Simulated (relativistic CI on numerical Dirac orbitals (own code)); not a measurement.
Ag⁸⁺: q coefficients and field-shift factors

Method of calculation: Dirac-Coulomb-Breit CI, KLI orbitals optimised for each configuration, derivatives by finite differences, unscaled Slater integrals, QED left out (own radial code, finite nucleus).

Configuration list (outside the closed core [Ar] 3d10): 4s²4p⁶4d³, 4s²4p⁶4d²4f, 4s²4p⁵4d⁴, 4s²4p⁶4d²5s, 4s²4p⁶4d²5p, 4s²4p⁶4d4f², 4s²4p⁶4d5s², 4s4p⁶4d⁴. Levels of other configurations are missing.

With x = (α/α₀)² − 1 an excitation energy changes as ω = ω₀ + qx; K = 2q/ω₀ is the relative enhancement. Terms are leading LS components, so labels can repeat. The field-shift factor is F = δν/δ⟨r²⟩ for the transition from the lowest level.

Lowest level 4s²4p⁶4d³ ⁴F3/2.

```
           Level  ω₀ (cm⁻¹)  q (cm⁻¹)  F (GHz/fm²)
 4s²4p⁶4d³ ⁴F5/2       2987      3585       0.0395
 4s²4p⁶4d³ ⁴F7/2       6368      6890       0.0767
 4s²4p⁶4d³ ⁴F9/2       9791      9444        0.106
 4s²4p⁶4d³ ⁴P3/2      18593      1476      -0.0198
 4s²4p⁶4d³ ⁴P1/2      19157      3396      -0.0178
 4s²4p⁶4d³ ⁴P5/2      23558      8137       0.0231
 4s²4p⁶4d³ ²G7/2      24391      5664       0.0831
 4s²4p⁶4d³ ²G9/2      26116      5773         0.11
 4s²4p⁶4d³ ²D3/2      28401      6530       0.0613
 4s²4p⁶4d³ ²P1/2      30416      7783        0.154
 4s²4p⁶4d³ ²D5/2      34787     10080       0.0653
4s²4p⁶4d³ ²H11/2      35421      8790          0.2
 4s²4p⁶4d³ ²H9/2      35476     11540        0.203
```

At this charge configurations can still be misplaced by up to about 7 % of their energy. Terms inside the open d or f shell come out 10 to 20 % too wide with unscaled integrals.

Q: Which transition from the lowest level has the largest |K|?

A: 4s²4p⁶4d³ ⁴F5/2 at 2987 cm⁻¹, K = 2.4.
